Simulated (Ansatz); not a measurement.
Gas-phase electronic energies from Ansatz, PBE0-D4/def2-TZVP geometries. CCSD(T)/CBS adds triple-zeta CCSD(T) − MP2 to the extrapolated MP2 energy (def2 sets, frozen cores). This one scheme is used for every species. DFT in def2-TZVPP. Elements past krypton have def2 core potentials. For W outer-core shells are correlated without core-valence functions, which leaves a few kJ/mol of doubt a bond. Each species was taken in one conformer, which may not be the lowest.

`[O]=[W]([OH])([OH])=[S]` + NH₃ → `[NH2][W](=[O])([OH])=[S]` + H₂O  (ligand exchange at a W–O bond)

`[O]=[W]([OH])([OH])=[S]`:

```xyz
7

O     0.225   -0.750    1.771
W     0.228   -0.024    0.237
O    -0.114   -1.324   -1.071
O    -1.107    1.291    0.218
S     2.137    0.860   -0.134
H    -0.383   -2.225   -0.876
H    -0.986    2.172   -0.145
```

NH₃:

Z-matrix (Å, degrees):
```
N
H 1 1.013
H 1 1.013 2 107.1
H 1 1.013 2 107.1 3 -114.5
```

`[NH2][W](=[O])([OH])=[S]`:

Cartesian coordinates in Å:
```
N -0.146 -0.500 1.352
W 0.051 0.467 -0.306
O 1.646 1.049 -0.353
O -0.256 -0.670 -1.779
S -1.378 2.061 -0.332
H -1.004 -0.550 1.880
H 0.641 -0.849 1.878
H 0.446 -1.008 -2.339
```

H₂O:

```xyz
3

O     0.195   -0.326    0.086
H    -0.699   -0.095    0.346
H     0.504    0.421   -0.432
```

```tsv
level	ΔE (eV)
B97M-V	0.35
r2SCANh-D4	0.30
r2SCANh	0.30
MP2/def2-TZVPP	0.21
```

Question: What does CCSD(T)/CBS give? (An estimate is asked.)

Answer: Ansatz gave: +0.21 eV. The listed levels differ from it by 0.14, 0.09, 0.09, 0.00 eV.

Question: What do rigid-rotor, harmonic-oscillator terms from PBE0-D4/def2-TZVP frequencies (298.15 K, 1 bar) make of the CCSD(T)/CBS value? (Estimate.)

Answer: Ansatz gave: ΔZPE = -0.02 eV, ΔH = +0.19 eV, ΔS = 2 J/(mol·K), ΔG = +0.19 eV.

Largest T1 diagnostic among the species: 0.023, so the coupled-cluster value is less sure than usual.

From BLYP to BHLYP (50 % exact exchange), in def2-TZVPP and without D4, ΔE moves by −0.04 eV. The D4 term adds −0.04 eV with B3LYP and −0.02 eV with PBE0; it sums over pairs of atoms, weighted by their polarisabilities, and B3LYP, whose exchange is more repulsive, gets the larger term.

B3LYP here is the variant with VWN-RPA as its local correlation; programs differ in this.
